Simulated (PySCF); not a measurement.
## Pd⁺: excitation energy

Pd⁺ [Kr] 4d9 (2D) → Pd⁺ [Kr] 4d8 5p1 (high-spin determinant), as a difference of total energies. All numbers are calculated (PySCF 2.14, a scalar-relativistic core potential, in def2-TZVPPD with the def2 core potential (28 electrons)). Correlated levels: valence: 4s2 4p6 frozen. The calculations carry no spin-orbit coupling.

```csv
method,excitation energy (eV)
UHF,7.308
MP2 (valence),8.690
SCS-MP2 (valence),8.706
CCSD (valence),8.406
CCSD(T) (valence),8.455
```

**Question.** How much does correlation contribute at CCSD(T) (valence)?

**Answer.** 8.455 − (7.308) = 1.147 eV, measured against UHF.

The determinant of the upper state mixes LS terms, which raises its energy above the lowest term, most at the Hartree-Fock and MP2 levels.
